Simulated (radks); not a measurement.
Q: Ru IV, 41 electrons, occupied as [Kr] 4d4 6d1 (not the ground configuration). Method: Dirac Kohn-Sham, PBE, spin-unpolarised, spherical densities, finite nucleus; open shells fill j = l - 1/2 first; Fermi nuclear charge, rms radius 4.4809 fm; computed with a radial shooting solver on a logarithmic mesh with Libxc functionals. Some entries of the table are withheld. Estimate them.

orbital,occ.,eigenvalue (eV),r(max) (bohr)
1s1/2,2,-21972.62,0.02171
2s1/2,2,-3199.465,0.1230
2p1/2,2,(1),0.09548
2p3/2,4,(2),0.09947
3s1/2,2,-602.3994,0.3617
3p1/2,2,-509.4975,0.3485
3p3/2,4,-487.2679,0.3580
3d3/2,4,(3),0.2994
3d5/2,6,(4),0.3022
4s1/2,2,-121.9751,0.9105
4p1/2,2,-93.7972,0.9583
4p3/2,4,-90.2216,0.9818
4d3/2,4,-47.2139,1.141
4d5/2,0,-46.7588,1.150
6d3/2,1,-9.8958,(5)
6d5/2,0,-9.8650,(6)

A: 
(1) 2p1/2 eigenvalue (eV): -2959.950
(2) 2p3/2 eigenvalue (eV): -2829.035
(3) 3d3/2 eigenvalue (eV): -322.9076
(4) 3d5/2 eigenvalue (eV): -318.5742
(5) 6d3/2 r(max) (bohr): 6.969
(6) 6d5/2 r(max) (bohr): 6.990
